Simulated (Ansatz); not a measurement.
I$_{2}$Sb (SMILES [I][Sb][I]), doublet, at a GFN2-xTB geometry (the spin is typed, not shown lowest) (core potentials on I, Sb); CAM-B3LYP/def2-SVP in Ansatz (a quantum-chemistry and plane-wave program).

Here is a job for Ansatz.
Ansatz 0.2 input:
```yaml
crystal:
  periodic: [false, false, false]
  atoms:
    - {symbol: Sb, position_ang: [1.05305002, 0.53019418, 0.29488379]}
    - {symbol: I, position_ang: [-0.87992306, 1.25449383, -1.52311924]}
    - {symbol: I, position_ang: [-0.13338922, -1.76468068, 1.23936314]}
basis:
  gaussian:
    orbitals: def2-SVP
hamiltonian:
  xc: cam_b3lyp
magnetization: {spin_polarized: true, initial_magnetization: 1}
```

Task: Write the output that Ansatz gives for this input, abridged.

Result: 
```
Functional definition: CAM-B3LYP
1008 factors; integrals over basis functions are off by at most 1.9e-4 eV
234 factors; integrals over basis functions are off by at most 2.9e-6 eV
mean field evaluation 1: about -22739.9743 eV, gradient 9.6e0 eV
mean field evaluation 2: about -22739.6963 eV, gradient 1.2e1 eV
mean field evaluation 4: about -22740.7501 eV, gradient 5.0e-1 eV
mean field evaluation 8: about -22740.7921 eV, gradient 3.2e-2 eV
mean field evaluation 16: about -22740.7921 eV, gradient 1.4e-4 eV
mean field -22740.79209479 eV, -835.7086952211 hartree, gradient 2.5e-5 eV, S^2 0.753599; 0 other end points of the search recorded, 0 dependent functions left out
reference -22740.79219896 eV, -835.7086990492 hartree; 37, 36 occupied and 41, 42 virtual orbitals, 1008 factors
Total energy: -22740.79219896 eV, -835.7086990492 hartree
```
